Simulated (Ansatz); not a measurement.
Total energies of [TaOF4]- (TaOF₄⁻) from Ansatz at PBE-D4/def2-TZVPD, gas phase (1 Eh = 27.2114 eV = 2625.5 kJ/mol). The reference geometry is relaxed at r2SCAN-D4/def2-SVPD.

| state | geometry | energy (Eh) |
| --- | --- | --- |
| charge -1 singlet | reference | -531.88982 |
| charge 0 doublet | reference | -531.65542 |
| charge 0 doublet | relaxed at r2SCAN-D4/def2-SVPD | -531.68641 |

In the def2 sets Ta takes a core potential; there is no spin–orbit coupling.

Question: Work out the vertical ionisation energy to the doublet.

Answer: E(charge 0 doublet) − E(charge -1 singlet) = -531.65542 − (-531.88982) = 0.23440 Eh = 6.38 eV. For comparison, −ε of the highest occupied level is 2.96 eV at this level, 3.42 eV less.

Question: How much does the charge 0 doublet relax, and what is the adiabatic ionisation energy?

Answer: Relaxation: -531.65542 − (-531.68641) = 0.03099 Eh = 0.84 eV. Adiabatic ionisation energy: 0.20341 Eh = 5.54 eV, without zero-point energy.
